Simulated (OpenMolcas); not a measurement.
## Potential curves of SeF⁺: spin–orbit levels

Calculated with OpenMolcas 26.06: state-averaged CASSCF(8,6) over Se 4p, F 2p, XMS-CASPT2 (IPEA 0.25, imaginary shift 0.2 hartree), scalar X2C, ANO-RCC-VTZP, then RASSI spin–orbit state interaction with atomic mean-field integrals. C2 symmetry about the axis (a holds Σ, Δ, Γ; b holds Π, Φ, H; Σ⁺ and Σ⁻ are not told apart); roots by multiplicity and irrep: 3a 5, 1a 6, 3b 4, 5b 2, 1b 2.

XMS-CASPT2 energies with spin–orbit state interaction in eV from the lowest point. Curves are followed by energy order within each symmetry, so they are adiabatic and may change character at avoided crossings; for Ω = 0 the + and − levels are counted together.

```json
{"R (Å)": "1.446", "(1)Ω=0": "1.454", "(1)Ω=1": "1.476", "(1)Ω=3": "11.171", "(2)Ω=1": "6.932", "(3)Ω=0": "6.836", "(3)Ω=1": "7.995", "(2)Ω=2": "7.051", "(4)Ω=1": "8.975", "(2)Ω=3": "14.079"}
{"R (Å)": "1.530", "(1)Ω=0": "0.466", "(1)Ω=1": "0.489", "(1)Ω=3": "8.917", "(2)Ω=1": "5.599", "(3)Ω=0": "5.506", "(3)Ω=1": "6.722", "(2)Ω=2": "5.714", "(4)Ω=1": "7.750", "(2)Ω=3": "11.309"}
{"R (Å)": "1.605", "(1)Ω=0": "0.074", "(1)Ω=1": "0.097", "(1)Ω=3": "7.524", "(2)Ω=1": "4.924", "(3)Ω=0": "4.838", "(3)Ω=1": "5.970", "(2)Ω=2": "5.032", "(4)Ω=1": "7.280", "(2)Ω=3": "9.403"}
{"R (Å)": "1.681", "(1)Ω=0": "0.000", "(1)Ω=1": "0.022", "(1)Ω=3": "6.548", "(2)Ω=1": "4.523", "(3)Ω=0": "4.444", "(3)Ω=1": "5.490", "(2)Ω=2": "4.622", "(4)Ω=1": "6.758", "(2)Ω=3": "7.923"}
{"R (Å)": "1.765", "(1)Ω=0": "0.123", "(1)Ω=1": "0.145", "(1)Ω=3": "5.812", "(2)Ω=1": "4.237", "(3)Ω=0": "4.167", "(3)Ω=1": "5.165", "(2)Ω=2": "4.324", "(4)Ω=1": "5.991", "(2)Ω=3": "6.667"}
{"R (Å)": "1.849", "(1)Ω=0": "0.406", "(1)Ω=1": "0.426", "(1)Ω=3": "5.310", "(2)Ω=1": "4.106", "(3)Ω=0": "4.046", "(3)Ω=1": "4.979", "(2)Ω=2": "4.179", "(4)Ω=1": "5.462", "(2)Ω=3": "5.746"}
{"R (Å)": "1.967", "(1)Ω=0": "0.912", "(1)Ω=1": "0.930", "(1)Ω=3": "4.674", "(2)Ω=1": "3.892", "(3)Ω=0": "3.840", "(3)Ω=1": "4.729", "(2)Ω=2": "3.952", "(4)Ω=1": "4.745", "(2)Ω=3": "5.069"}
{"R (Å)": "2.118", "(1)Ω=0": "1.586", "(1)Ω=1": "1.601", "(1)Ω=3": "3.954", "(2)Ω=1": "3.696", "(3)Ω=0": "3.657", "(3)Ω=1": "3.985", "(2)Ω=2": "3.737", "(4)Ω=1": "3.993", "(2)Ω=3": "4.848"}
{"R (Å)": "2.353", "(1)Ω=0": "2.429", "(1)Ω=1": "2.434", "(1)Ω=3": "3.379", "(2)Ω=1": "3.395", "(3)Ω=0": "3.391", "(3)Ω=1": "3.415", "(2)Ω=2": "3.425", "(4)Ω=1": "3.425", "(2)Ω=3": "4.818"}
{"R (Å)": "2.690", "(1)Ω=0": "2.988", "(1)Ω=1": "2.988", "(1)Ω=3": "3.114", "(2)Ω=1": "3.128", "(3)Ω=0": "3.140", "(3)Ω=1": "3.152", "(2)Ω=2": "3.212", "(4)Ω=1": "3.205", "(2)Ω=3": "4.891"}
{"R (Å)": "3.194", "(1)Ω=0": "3.071", "(1)Ω=1": "3.070", "(1)Ω=3": "3.067", "(2)Ω=1": "3.092", "(3)Ω=0": "3.093", "(3)Ω=1": "3.103", "(2)Ω=2": "3.106", "(4)Ω=1": "3.161", "(2)Ω=3": "4.953"}
```

The 9 lowest clean curves are shown; the next is (4)Ω=2, from 4.90 eV. Left out for impure symmetry, kinks or missing points, though low: (1)Ω=2, (2)Ω=0, (4)Ω=0, (3)Ω=2, (5)Ω=0, (6)Ω=0, (7)Ω=0, (5)Ω=1. Only roots inside an energy window near the equilibrium distance were included, so the list of states is not complete; labels number the states computed. Each spin and symmetry block has orbitals of its own, averaged over its own roots, so gaps between blocks are less sure than gaps within one and near the minimum can be off by tenths of an eV, in bad cases by more. No Rydberg orbitals are active, so Rydberg states, and σ→σ* states whose orbital the CASSCF left unused, can be missing between those listed. CASPT2 splits the two components of degenerate states numerically, here by up to 94 cm⁻¹. At stretched bonds a block can hold a wrong CASSCF solution and miss its lowest state; points past a visible jump are left out. No roots were computed in block 5a (none fell in the window or the block failed), so states of that kind are missing and can lie low or lowest. Points that failed a check (symmetry, reference weights, a jump) are left out.
